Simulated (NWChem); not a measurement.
System: TiNH$_{2}$F$_{3}$; SMILES [F][Ti]([NH2])([F])[F]

NWChem input:

```
start job
memory heap 200 mb stack 900 mb global 1100 mb
geometry units angstroms
  Ti     0.009814     0.019943     0.002604
  F      1.681198    -0.118505    -0.336036
  F     -0.344479     0.827538     1.467488
  F     -0.820274     0.717473    -1.323447
  N     -0.614430    -1.682193     0.212855
  H     -0.337899    -2.487764    -0.348984
  H     -1.324150    -1.970787     0.886244
end
basis spherical
  * library 6-31g*
end
dft
  xc b3lyp
  iterations 150
end
driver
  maxiter 120
end
task dft optimize
task dft freq
```

B3LYP is NWChem's, with the RPA form of VWN correlation.

The level has its own optimisation; frequencies are unscaled.

Problem. Give the results of this calculation. (B3LYP/6-31G* (spherical d).) Quantities: r N–Ti (Å); r H–N (Å); highest harmonic frequency (cm⁻¹); lowest (cm⁻¹); zero-point energy (kcal/mol); dipole (D).

Solution. 
- r N–Ti (Å): 1.863
- r H–N (Å): 1.017
- highest harmonic frequency (cm⁻¹): 3624
- lowest (cm⁻¹): 8
- zero-point energy (kcal/mol): 19.8
- dipole (D): 2.72
